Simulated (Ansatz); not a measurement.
ClGeH₅O₂Si, SMILES `[OH][Ge]([OH])([SiH3])[Cl]`, relaxed with RKS PBE0-D4/def2-TZVP in Ansatz 0.2.0 from a PBE-D4/def2-SVP geometry. The force threshold is 0.005 eV/Å; the program also tests the step.

The species carries charge 0 and has multiplicity 1.

Start:

```xyz
10

O     1.266    1.272   -1.045
Ge    0.110    0.591    0.135
O    -1.409    1.540   -0.011
Si   -0.045   -1.764   -0.228
Cl    0.793    0.958    2.199
H     1.200    2.247   -1.063
H    -1.681    1.857    0.872
H     1.327   -2.352   -0.082
H    -0.595   -2.031   -1.599
H    -0.964   -2.318    0.822
```

Q: By how much does the energy fall, and how many steps does the optimiser take? (Best estimate.)

A: Ansatz gave: 4.75 kJ/mol, in 7 steps.

Q: Which bonds change most? (An estimate is asked.)

A: Ansatz gave: Ge2–Cl5 from 2.204 to 2.173 Å; O1–Ge2 from 1.787 to 1.761 Å; Ge2–O3 from 1.797 to 1.772 Å; Si4–H9 from 1.501 to 1.483 Å.

Q: Give the relaxed structure. (Estimate.)

A: The calculation gave: 
```xyz
10

O     1.256    1.272   -1.020
Ge    0.127    0.588    0.147
O    -1.374    1.517   -0.002
Si   -0.051   -1.755   -0.221
Cl    0.821    0.988    2.166
H     1.197    2.231   -1.067
H    -1.713    1.794    0.854
H     1.299   -2.351   -0.078
H    -0.589   -1.985   -1.583
H    -0.973   -2.299    0.804
```
